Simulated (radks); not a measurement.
Values are calculated unless marked as measured or tabulated.
V3+, 20 electrons, occupied as [Ar] 3d1 6d1 (not the ground configuration). Code: a radial shooting solver on a logarithmic mesh with Libxc functionals. Model: non-relativistic Kohn-Sham, BLYP, spin-polarised, spherical densities, point nucleus; open shells are filled with parallel spins first.

X-ray form factor f0, the Fourier transform of the density (f0(0) = 20):

sin(theta)/lambda (1/angstrom),f0 (electrons)
0.05,18.875
0.1,18.308
0.15,17.349
0.2,16.284
0.25,15.054
0.3,13.795
0.4,11.502
0.5,9.689
0.6,8.394
0.8,6.876
1,5.947
1.25,4.915
1.5,3.940
2,2.492
